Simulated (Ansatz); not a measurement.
Basis-set series for `[F][Sn]([O][SiH3])([O][SiH3])[O][SiH3]`. Charge 0, multiplicity 1. Sn: def2 effective core potential. Geometry: relaxed with PBE0-D4/def2-TZVP. It is one conformer, not always the lowest.

| functional | basis | functions | energy (Eh) | HOMO (eV) | LUMO (eV) |
| --- | --- | --- | --- | --- | --- |
| PBE0-D4 | def2-TZVPP | 426 | -1413.38379 | -9.05 | -2.41 |
| PBE0-D4 | def2-QZVPP | 790 | -1413.43822 | -9.06 | -2.42 |
| ωB97M-V | def2-TZVPP | 426 | -1413.87187 | -11.36 | -0.43 |
| ωB97M-V | def2-QZVPP | 790 | -1413.92178 | -11.37 | -0.50 |

Q: Give the rows for def2-SVP. (Estimate.)

A: Ansatz gave: 
```json
{"functional": "PBE0-D4", "basis": "def2-SVP", "functions": "181", "energy (Eh)": "-1412.62874", "HOMO (eV)": "-8.98", "LUMO (eV)": "-2.25"}
{"functional": "ωB97M-V", "basis": "def2-SVP", "functions": "181", "energy (Eh)": "-1413.10627", "HOMO (eV)": "-11.24", "LUMO (eV)": "-0.16"}
```
